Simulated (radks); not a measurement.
The numbers below are computed, except where a source is named.
Sr I, configuration [Kr] 5s1.5 5p0.5 (fractional occupations, a model configuration). Level of theory: scalar-relativistic Kohn-Sham, PBE, spin-polarised, spherical densities, point nucleus; open shells are filled with parallel spins first (spin-orbit coupling, left out, can overturn this in heavy ions) (a radial shooting solver on a logarithmic mesh with Libxc functionals).

Normalised radial functions P(r) = r R(r), r in bohr:

```
   r/bohr * 5s down, o 5p up (the largest magnitude, 0.544, reaches the edge; | marks zero, & curves that meet)
 0.006046                             o *
  0.00826                             o *
  0.01119                             o *
  0.01517                             o  *
  0.02056                             |o *
  0.02786                             |o*
  0.03776                             | &
  0.05118                             * o
  0.06936                           * |  o
  0.09401                         *   |  o
   0.1274                        *    |  o
   0.1741                           * o
   0.2359                          o  |  *
   0.3197                        o    |      *
   0.4333                        o    |     *
   0.5872                             &
   0.7958                    *        |    o
    1.079                 *           |        o
    1.462                        *    |      o
    1.981                             o        *
    2.685                  o          |                     *
    3.639         o                   |                          *
    4.971      o                      |                     *
    6.737           o                 |           *
     9.13                   o         |   *
    12.37                         o   |*
    16.77                            o*
```

5s down: eigenvalue -3.562 eV, 4 radial nodes at r = 0.0499, 0.202, 0.579, 1.65 bohr, <r> = 4.25 bohr, 90 % of the charge inside 6.32 bohr. 5p up: eigenvalue -1.768 eV, 3 radial nodes at r = 0.181, 0.601, 1.96 bohr, <r> = 5.69 bohr, 90 % of the charge inside 8.53 bohr.
